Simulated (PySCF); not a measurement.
# OsH₇, doublet: structure and spectrum

All numbers come from UPBE0 in PySCF with Os def2-TZVP with ECP60, H def2-TZVP; scalar-relativistic core potentials, no spin–orbit coupling; density-fitted integrals.

The structure is a minimum.

* Point group: Cs
* Bond lengths: H–H 0.884 Å, Os–H 1.561 Å, Os–H 1.620 Å (×2), Os–H 1.634 Å (×2), Os–H 1.743 Å, Os–H 1.780 Å
* Bond angles: H–H–Os 73.2°, H–H–Os 77.8°, H–Os–H 29.0°, H–Os–H 55.0°, H–Os–H 68.7° (×2), H–Os–H 69.7° (×2), H–Os–H 73.1°, H–Os–H 79.4° (×2), H–Os–H 88.3° (×2), H–Os–H 89.3° (×2), H–Os–H 102.1°, H–Os–H 119.9° (×2), H–Os–H 138.2°, H–Os–H 147.1° (×2), H–Os–H 150.8° (×2)
* Rotational symmetry number: 1
* Enthalpy at 298.15 K above 0 K: 14.12 kJ/mol
* Spin squared ⟨S²⟩: 0.754
* Zero-point energy: 141.0 kJ/mol
* Highest occupied level (α): -6.30 eV
* Principal quadrupole moments (Buckingham, traceless) about the centre of mass: -4.96, 1.94, 3.02 D Å
* Dipole moment: 1.68 D
* Atomisation energy without zero-point energy: 1921 kJ/mol
* Heat capacity Cp at 298.15 K: 71.6 J/(mol K)
* Entropy at 298.15 K and 1 bar (electronic part: spin only): 282.3 J/(mol K)
* Rotational constants: 1.817, 1.247, 1.062 cm⁻¹
* Principal polarisabilities: 37.5, 53.9, 55.3 bohr³
* Lowest empty level (β): -3.03 eV

Harmonic modes (masses in u: Os 191.961, H 1.008):
```json
{"symmetry": "a''", "ω (cm⁻¹)": "171", "IR (km/mol)": "0.3"}
{"symmetry": "a''", "ω (cm⁻¹)": "517", "IR (km/mol)": "70.0"}
{"symmetry": "a'", "ω (cm⁻¹)": "567", "IR (km/mol)": "9.1"}
{"symmetry": "a'", "ω (cm⁻¹)": "649", "IR (km/mol)": "126"}
{"symmetry": "a'", "ω (cm⁻¹)": "760", "IR (km/mol)": "8.6"}
{"symmetry": "a''", "ω (cm⁻¹)": "766", "IR (km/mol)": "1.8"}
{"symmetry": "a''", "ω (cm⁻¹)": "817", "IR (km/mol)": "14.8"}
{"symmetry": "a'", "ω (cm⁻¹)": "840", "IR (km/mol)": "34.8"}
{"symmetry": "a'", "ω (cm⁻¹)": "875", "IR (km/mol)": "32.8"}
{"symmetry": "a''", "ω (cm⁻¹)": "876", "IR (km/mol)": "97.1"}
{"symmetry": "a'", "ω (cm⁻¹)": "1082", "IR (km/mol)": "68.2"}
{"symmetry": "a'", "ω (cm⁻¹)": "1893", "IR (km/mol)": "34.7"}
{"symmetry": "a''", "ω (cm⁻¹)": "2026", "IR (km/mol)": "95.0"}
{"symmetry": "a'", "ω (cm⁻¹)": "2150", "IR (km/mol)": "19.2"}
{"symmetry": "a'", "ω (cm⁻¹)": "2201", "IR (km/mol)": "28.3"}
{"symmetry": "a''", "ω (cm⁻¹)": "2259", "IR (km/mol)": "1.5"}
{"symmetry": "a'", "ω (cm⁻¹)": "2406", "IR (km/mol)": "5.2"}
{"symmetry": "a'", "ω (cm⁻¹)": "2724", "IR (km/mol)": "165"}
```

Charges (e):
```
atom  Mulliken  Löwdin  polar tensor  spin (Mulliken)  Mayer order to Os1
 Os1     -0.07   -0.23         -0.35             0.81                   –
  H2      0.03    0.08          0.06            -0.01                0.42
  H3      0.07    0.08          0.03            -0.03                0.93
  H4      0.09    0.11          0.22            -0.01                0.40
H5,8     -0.06   -0.03         -0.04             0.10                0.84
H6,7      0.00    0.01          0.06             0.02                0.76
```
Other Mayer orders above 0.3: H–H 0.54.

Mulliken populations on Os1 (electrons outside its core potential): s 2.73, p 6.41, d 6.91, f 0.02.

Outer orbital energies (eV). α occupied: -15.38, -11.97, -10.91, -9.97, -9.84, -9.54, -8.21, -6.30; empty: -2.57, 0.74, 1.46, 1.51. β occupied: -15.30, -11.66, -10.84, -9.75, -9.27, -9.12, -7.92; empty: -3.03, -2.19, 0.96, 1.65.

Other isomers or separated fragments may lie lower. With open d or f shells other occupations or spin states may lie lower. No spin–orbit coupling is included, which matters more the heavier the element.

The final relaxation and frequency run took 2.6 min on 2 threads of a shared Arm Neoverse V2 host, with 82 basis functions and 32 gradients; the process peaked at 1.5 GiB. Launch command: `OMP_NUM_THREADS=2 python axn.py task.json out`.
